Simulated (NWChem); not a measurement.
## Correlation energy of diarsenic (As2)

SMILES: [As]#[As]
```xyz
2

As     0.0000     0.0000     1.0456
As     0.0000     0.0000    -1.0456
```
Charge 0, spin multiplicity 1.

Program: NWChem. The geometry was optimised at PBE0/def2-SVP, a minimum by its harmonic frequencies.

Basis set: def2-TZVP. Each correlation energy counts from its own Hartree-Fock reference.

The Hamiltonian is non-relativistic. The correlated methods keep 18 core orbitals frozen. Coupled-cluster values serve here as a point of comparison, not as the truth.

### Question
Order these methods by the correlation energy they give, lowest first: MP2, SCS-MP2, CR-CCSD[T], CR-CCSD(T), CCSD.

### Answer
CR-CCSD[T] (-524.7 mHa), CR-CCSD(T) (-523.6 mHa), MP2 (-510.9 mHa), CCSD (-503.3 mHa), SCS-MP2 (-473.6 mHa)
